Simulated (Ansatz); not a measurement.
Question: Predict a relaxed structure of ZrClF₃, charge 0, singlet, at PBE-D4/def2-SVP (Ansatz).

Answer: 
```csv
atom,x (Å),y (Å),z (Å)
Zr1,0.0395,-0.0561,-0.0444
Cl2,-1.0985,1.5590,1.2358
F3,0.8216,0.7621,-1.5740
F4,-1.1754,-1.4044,-0.6159
F5,1.4127,-0.8606,0.9985
```
Point group C3v (tolerance 0.1 Å). The metal has 4 neighbours: Cl 2.35 Å, F 1.90 Å, F 1.90 Å, F 1.90 Å. This is one stationary point.

In the def2 sets Zr takes a core potential; there is no spin–orbit coupling.
